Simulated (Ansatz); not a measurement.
Cartesian coordinates in Å:
```
C -1.715 0.760 0.390
C -0.634 0.187 -0.126
O 0.212 0.851 -1.009
C -0.016 -1.126 0.154
Ga 1.887 -0.492 0.036
H -2.344 0.208 1.073
H -1.996 1.780 0.152
H -0.068 1.763 -1.141
H -0.370 -1.559 1.087
H -0.195 -1.827 -0.666
H 2.418 0.463 1.166
H 2.821 -1.007 -1.115
```

Total charge 0; spin multiplicity 1.

Question: List the B3LYP/def2-TZVPP orbital energies in eV (the Gaussian-basis code of Ansatz). (Best estimate.)

Answer: Computed: Occupied: -10137.25, -1249.02, -1106.27, -1106.16, -1106.16, -522.09, -278.83, -276.50, -276.48, -149.05, -102.52, -102.22, -102.21, -29.57, -22.37, -22.22, -22.16, -22.11, -22.04, -21.30, -19.04, -16.51, -13.99, -12.97, -12.38, -11.44, -10.85, -10.59, -10.35, -7.94, -7.78, -6.55. Lowest empty: -0.92, 0.11, 0.64, 1.29, 1.74, 2.23, 2.42, 2.77.

B3LYP here is the variant with VWN-RPA as its local correlation; programs differ in this.
